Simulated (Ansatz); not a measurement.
Consider the formal loss of a carbene: `CB1O[SiH2]1` → `B1O[SiH2]1` + `[CH2]` (triplet).

Calculated with Ansatz (gas phase, PBE0-D4/def2-TZVP geometries, no zero-point term in ΔE). CCSD(T)/CBS adds triple-zeta CCSD(T) − MP2 to the extrapolated MP2 energy (def2 sets, frozen cores). This one scheme is used for every species. Functionals use def2-TZVPP. B3LYP here is the variant with VWN-RPA as its local correlation; programs differ in this. HSE06 is defined as in plane-wave codes. Triplets are unrestricted, without spin–orbit coupling.

(1) Is it downhill or uphill in electronic energy at CCSD(T)/CBS, and by how much? (Estimate.)

(2) What do these levels give: PBE-D4, B3LYP-D4, r2SCANh-D4, HSE06-D4, BHLYP-D4, PBE-QIDH, r2SCAN, PBE0, B3LYP, HSE06, MP2/def2-TZVPP, CCSD(T)/def2-TZVPP? (Best estimate.)

(3) What do rigid-rotor, harmonic-oscillator terms from PBE0-D4/def2-TZVP frequencies (298.15 K, 1 bar) make of the CCSD(T)/CBS value? (An estimate is asked.)

Largest T1 diagnostic among the species: 0.017.

Answers

(1) Computed: Uphill: ΔE = +117.8 kcal/mol.

(2) Computed: PBE-D4 120.4, B3LYP-D4 116.6, r2SCANh-D4 113.4, HSE06-D4 118.4, BHLYP-D4 113.8, PBE-QIDH 117.7, r2SCAN 113.4, PBE0 117.2, B3LYP 114.6, HSE06 117.4, MP2/def2-TZVPP 118.6, CCSD(T)/def2-TZVPP 115.2 kcal/mol.

(3) Computed: ΔZPE = -6.9 kcal/mol, ΔH = +112.2 kcal/mol, ΔS = 151 J/(mol·K), ΔG = +101.4 kcal/mol. Open shells count their whole term as degenerate.

From BLYP to BHLYP (50 % exact exchange), in def2-TZVPP and without D4, ΔE moves by −1.5 kcal/mol. Leaving LDA and LC-ωPBE aside and taking each functional with its dispersion term where it has one, the values, not all of them listed here, spread over 7.6 kcal/mol, from r2SCAN0-D4 to PBE-D4. LDA lies +17.6 kcal/mol from PBE without D4.
